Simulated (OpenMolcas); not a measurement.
Ni²⁺: CASPT2 settings compared

* Program: OpenMolcas 26.06
* Basis: ANO-L-VQZP [7s6p4d3f2g]
* Scalar Hamiltonian: non-relativistic, point nucleus
* Active space: 8 electrons in 5 orbitals (3d)
* State averaging: 2S+1 = 3 even, 10 roots; 2S+1 = 1 even, 15 roots
* Spin-orbit coupling: state interaction with AMFI integrals over the reference wave functions, term energies averaged over their components

Methods on the same reference wave functions:
A. CASSCF
B. SS-CASPT2, IPEA 0.6 Eh, sigma2 regulariser 0.4 Eh (closed shells correlated: 2s 2p 3s 3p)
C. SS-CASPT2, IPEA 0.2 Eh, imaginary shift 0.25 Eh (closed shells correlated: 3s 3p)
D. SS-CASPT2, IPEA 0.1 Eh, no level shift (closed shells correlated: 3s 3p)

Energies in cm-1 above 3d8 3F4, the measured ground level; measured values from Corliss and Sugar, J. Phys. Chem. Ref. Data 10, 197 (1981).

| Level | A | B | C | D | Measured |
| --- | --- | --- | --- | --- | --- |
| 3d8 3F4 | 0.0 | 0.0 | 0.0 | 0.0 | 0.0 |
| 3d8 3F3 | 1370 | 1373 | 1373 | 1373 | 1361 |
| 3d8 3F2 | 2313 | 2290 | 2290 | 2290 | 2270 |
| 3d8 1D2 | 17238 | 13270 | 12970 | 12890 | 14032 |
| 3d8 3P2 | 20875 | 17170 | 16650 | 16480 | 16662 |
| 3d8 3P1 | 21266 | 17580 | 17050 | 16870 | 16978 |
| 3d8 3P0 | 21540 | 17840 | 17310 | 17130 | 17231 |
| 3d8 1G4 | 26721 | 22970 | 22830 | 22790 | 23109 |
| 3d8 1S0 | 64369 | 52790 | 52400 | 52280 | 52532 |

Deviations, from unrounded energies. A percentage is the sum of absolute deviations over the sum of measured energies, with the sign that they share, or ± where signs differ.

| Against measurement | Levels | A | B | C | D |
| --- | --- | --- | --- | --- | --- |
| mean absolute deviation (cm-1) | 8 | 3900 | 360 | 210 | 270 |
| fine structure of the ground term (%) | 2 | +1.5 | +0.9 | +0.8 | +0.8 |
| other terms of the ground configuration (%) | 6 | +22.4 | ±2.1 | ±1.2 | -1.5 |

C lies closest to measurement on these levels and A furthest from it. The largest miss of C in the table is 3d8 1D2, by -1100 cm-1. The ranking rests on the paired levels alone, and a cruder setting can come out closer through cancelling errors.

Among B to D the level of the table that moves most is 3d8 3P1, by 720 cm-1 (lowest in D, highest in B). Moves below CASPT2's spread within the term are not significant.

The mean deviations of B to D differ by less than CASPT2's widest spread within a term (1400 cm-1), so their order carries little weight.

From A to B the spin-free energies of the other terms of 3d8 shown, above 3F, scale by factors of 0.76 to 0.85, as is usual when dynamic correlation screens the repulsion within a d or f shell.

The lowest spin-free term lies below A's lowest term by 0.742 hartree in B, 0.679 hartree in C, 0.681 hartree in D.

Term energies are means over components that CASPT2 splits; among the terms shown or strongly mixed into the levels shown the widest spread is 1400 cm-1 (3d8 3F, D). Some levels mix across a computed gap that differs much from the measured one, so their mixing is not that of the real levels. Without dynamic correlation excited terms often stand tens of per cent too high (terms of higher spin than the ground term too low), and those without a measured partner can miss by more than the paired ones (holds for A). Computed and measured levels are paired by configuration, term and J; levels that our copy of the source lacks, or whose pairing is in doubt (as where it misses far off the trend of its configuration), stay unpaired and out of the deviations. Levels of configurations outside the active space are missing.
